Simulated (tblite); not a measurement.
Compound: C7H15OP.
SMILES with atom numbers: `[CH3:1][CH2:2][CH2:3][P:4]([CH2:5][OH:6])[CH:7]1[CH2:8][CH2:9]1` (hydrogens: H10, H11, H12 on C1; H13, H14 on C2; H15, H16 on C3; H17, H18 on C5; H19 on O6; H20 on C7; H21, H22 on C8; H23, H24 on C9)

Geometry (GFN2-xTB, Å), atoms numbered from 1 in this order:
```xyz
24
C7H15OP angstrom
C      3.2700   -0.9008   -0.4405
C      1.7964   -0.7207   -0.7842
C      1.2281    0.5396   -0.1395
P     -0.5620    0.8102   -0.5791
C     -0.8306    2.2944    0.5412
O     -2.1908    2.6275    0.6446
C     -1.3186   -0.4476    0.5238
C     -1.6778   -1.7915   -0.0446
C     -2.7567   -0.8213    0.2998
H      3.6630   -1.8035   -0.9022
H      3.4031   -0.9800    0.6367
H      3.8514   -0.0519   -0.7948
H      1.2324   -1.5896   -0.4385
H      1.6767   -0.6574   -1.8682
H      1.7838    1.4145   -0.4905
H      1.3301    0.4853    0.9494
H     -0.2404    3.1399    0.1539
H     -0.4917    2.0699    1.5574
H     -2.5350    2.8068   -0.2376
H     -0.9687   -0.4169    1.5522
H     -1.4758   -1.9709   -1.0908
H     -1.5406   -2.6613    0.5811
H     -3.2844   -0.3437   -0.5127
H     -3.3737   -1.0112    1.1649
```

All values are computed: GFN2-xTB (tblite) harmonic vibrations without scaling, gas phase. The method is semi-empirical: single wavenumbers can be off by several per cent or more. One conformer, not necessarily the lowest.

Harmonic wavenumbers (cm⁻¹): 46.9, 58.8, 62.1, 76.0, 99.3, 157.5, 207.9, 228.1, 233.7, 285.0, 288.9, 313.4, 363.3, 412.9, 654.5, 696.3, 750.4, 762.6, 802.6, 821.3, 841.5, 859.3, 948.8, 960.2, 993.7, 1009.2, 1041.3, 1063.8, 1067.5, 1072.1, 1081.5, 1082.4, 1109.3, 1117.1, 1151.0, 1212.7, 1219.4, 1221.7, 1253.8, 1270.7, 1311.1, 1328.4, 1339.7, 1415.4, 1435.7, 1437.6, 1445.8, 1480.3, 1494.3, 1503.2, 1505.6, 2839.5, 2918.0, 2933.2, 2941.8, 2970.1, 2980.3, 2984.2, 3027.2, 3031.3, 3038.8, 3076.7, 3078.3, 3083.8, 3099.2, 3538.4.

A = 1754, B = 876.0, C = 629.8 MHz; mass 146.086 u (most abundant isotopes); point group C1, symmetry number 1.

Problem. What is the zero-point energy?

Solution. Half the sum of the wavenumbers: 45068 cm⁻¹ = 128.86 kcal/mol.

Problem. What is S at 298.15 K and 1 bar for an ideal gas of classical rigid rotors and harmonic oscillators?

Solution. Translation 40.87, rotation 30.19, vibration 39.30: S = 110.4 cal/(mol K).

Problem. And Cp and H(298.15 K) − H(0)?

Solution. Cp = 44.99 cal/(mol K), of which vibrations give 37.04 (their classical limit is 66 R = 131.2); H(298.15 K) − H(0) = 8.25 kcal/mol without the zero-point energy, 5.88 from vibrations.

Problem. Blend soft modes into free rotors: weight 1/[1 + (100 cm⁻¹/ν̃)⁴] for the oscillator and the rest for a rotor with moment μB/(μ + B), μ = h/(8π²ν), B = 10⁻⁴⁴ kg m². What vibrational entropy results?

Solution. 35.16 cal/(mol K) in place of 39.30, which changes −T·S at 298.15 K by +1.24 kcal/mol.

Problem. How do the functions run with temperature in this model?

Solution. 
| T (K) | S (cal/(mol K)) | Cp (cal/(mol K)) | H − H(0) (kcal/mol) | G − H(0) (kcal/mol) | ln q(vib) |
| --- | --- | --- | --- | --- | --- |
| 150 | 86.0 | 28.6 | 2.86 | -10.04 | 4.67 |
| 250 | 103.0 | 39.1 | 6.23 | -19.52 | 8.23 |
| 400 | 125.4 | 57.6 | 13.48 | -36.66 | 13.19 |
| 600 | 152.8 | 77.7 | 27.14 | -64.53 | 19.56 |
| 900 | 188.3 | 97.2 | 53.62 | -115.85 | 28.60 |

q(vib) and H(0) count from the zero-point level.

Hindered rotation and anharmonicity are outside this model. Other conformers, if any are populated, would add a mixing term that is left out. The structure is chiral; the term R ln 2 for an equal mix with its mirror image is left out.
